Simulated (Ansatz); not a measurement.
A run on Cl3HSn (`[Cl][SnH]([Cl])[Cl]`) with other settings.

```yaml
crystal:
  periodic: [false, false, false]
  atoms:
    - {symbol: Cl, position_ang: [0.294309, -0.923184, 2.123778]}
    - {symbol: Sn, position_ang: [0.158764, -0.132614, -0.205658]}
    - {symbol: Cl, position_ang: [-0.512451, 2.148512, 0.231668]}
    - {symbol: Cl, position_ang: [-1.636084, -1.129199, -1.052918]}
    - {symbol: H, position_ang: [1.553193, -0.097696, -0.830367]}
basis:
  gaussian: {orbitals: STO-3G}
hamiltonian: {xc: {name: B97}}
output: {forces: true}
```

```sh
$ ansatz run in.yaml --threads 4 --pin off --events-out ev --progress --plain --max-ram 10444MiB
```

It prints (some lines left out):

```
Functional definition: B97
660 factors; integrals over basis functions are off by at most 3.0e-5 eV
mean field evaluation 1: about -199493.6954 eV, gradient 2.2e1 eV
mean field evaluation 2: about -199494.6085 eV, gradient 2.1e1 eV
mean field evaluation 4: about -199496.9418 eV, gradient 3.2e-1 eV
mean field evaluation 8: about -199496.9338 eV, gradient 3.1e-3 eV
mean field -199496.93377182 eV, -7331.3770922359 hartree, gradient 4.2e-5 eV, S^2 0.000000; 0 other end points of the search recorded, 0 dependent functions left out
reference -199496.93378382 eV, -7331.3770926768 hartree; 51, 51 occupied and 4, 4 virtual orbitals, 660 factors
Total energy: -199496.93378382 eV, -7331.3770926768 hartree
Atom 0 at     0.294309    -0.923184     2.123778 Å, force    -0.002880     0.351053    -1.659186 eV/Å
Atom 1 at     0.158764    -0.132614    -0.205658 Å, force    -0.674937     1.866697     4.054856 eV/Å
Atom 2 at    -0.512451     2.148512     0.231668 Å, force     0.318482    -1.060643    -0.399210 eV/Å
Atom 3 at    -1.636084    -1.129199    -1.052918 Å, force    -1.290424    -0.917575    -0.920628 eV/Å
Atom 4 at     1.553193    -0.097696    -0.830367 Å, force     1.649759    -0.239533    -1.075831 eV/Å
Dipole moment:     0.506333    -0.239595    -0.642662 e Å
```

It took 1.4 s on 4 threads of an Arm Neoverse V2 on a shared host, with 0.19 GiB of host memory at the peak.
